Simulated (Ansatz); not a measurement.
Cost and result for the atomization energy of `[NH2][GeH2][CH]=S` (9 atoms, 8 bonds).

Cartesian coordinates in Å:
```
N -0.900 1.121 -0.908
Ge -0.477 0.087 0.552
C 1.109 -1.044 0.241
S 2.484 -0.902 1.063
H -0.154 1.725 -1.226
H -1.267 0.611 -1.699
H -0.148 1.010 1.729
H -1.694 -0.820 0.807
H 1.047 -1.789 -0.560
```

Charge 0, multiplicity 1. Correlated methods include outer-core shells of Ge, which these sets cover unevenly. Scalar relativity is left out up to krypton. Geometry: relaxed with PBE0-D4/def2-TZVP. It is one conformer, not always the lowest. Program: Ansatz. All runs use 4 threads of an Arm Neoverse V2 on a shared host. Times are those of one run each, without the atoms' runs, and a repeat can differ threefold. Electronic energies, without spin–orbit coupling; frozen cores. CCSD(T)/CBS adds CCSD(T) − MP2 in def2-TZVPP to the MP2 limit, and its time is that of the two runs behind it. T1 = 0.014; the RHF reference is unstable towards UHF. With those shells the extrapolation isn't a true limit. B3LYP takes the VWN-RPA correlation (the form of Gaussian; ORCA's B3LYP/G).

CCSD(T)/CBS is a level of theory with its own doubt, some kJ/mol a heavy atom from the limit and from the frozen cores, so smaller differences don't rank the functionals.

```tsv
level	functions	wall time
PBE-D4/def2-TZVPP (with forces)	222	2 s
PBE0-D4/def2-TZVPP	222	2.3 s
B3LYP-D4/def2-TZVPP (with forces)	222	3.7 s
r2SCAN-D4/def2-TZVPP (with forces)	222	4 s
B2PLYP/def2-TZVPP	222	4.7 s
ωB97X-V/def2-TZVPP	222	6.5 s
ωB97M-V/def2-TZVPP (with forces)	222	9.5 s
MP2/def2-QZVPP	423	18 s
CCSD(T)/def2-TZVPP	222	110 s
CCSD(T)/CBS(def2)	–	2.1 min
```

**Question.** What atomization energy does each give, and how far from CCSD(T)/CBS? (Best estimate.)

**Answer.** The calculation gave: 
```tsv
level	atomization (kcal/mol)	difference from CCSD(T)/CBS	per bond
PBE-D4/def2-TZVPP (with forces)	702.9	11.4	1.4
PBE0-D4/def2-TZVPP	686.6	-4.9	-0.6
B3LYP-D4/def2-TZVPP (with forces)	687.6	-3.9	-0.5
r2SCAN-D4/def2-TZVPP (with forces)	687.9	-3.6	-0.5
B2PLYP/def2-TZVPP	680.3	-11.2	-1.4
ωB97X-V/def2-TZVPP	692.6	1.1	0.1
ωB97M-V/def2-TZVPP (with forces)	689.6	-1.9	-0.2
MP2/def2-QZVPP	690.1	-1.4	-0.2
CCSD(T)/def2-TZVPP	671.7	-19.8	-2.5
CCSD(T)/CBS(def2)	691.5	0.0	0.0
```

From PBE to PBE0 (25 % exact exchange), in def2-TZVPP and without D4, the atomization energy moves by −15.6 kcal/mol: exact exchange takes away binding that semilocal exchange gives to molecules. In def2-TZVPP, CCSD(T) changes the Hartree–Fock value by +209.8 kcal/mol (the triples alone add +14.1 kcal/mol) and MP2 by +216.6 kcal/mol; breaking electron pairs costs correlation energy, which Hartree–Fock lacks. The D4 term adds +7.3 kcal/mol with B3LYP and +3.8 kcal/mol with PBE0; it sums over pairs of atoms, weighted by their polarisabilities, and B3LYP, whose exchange is more repulsive, gets the larger term.
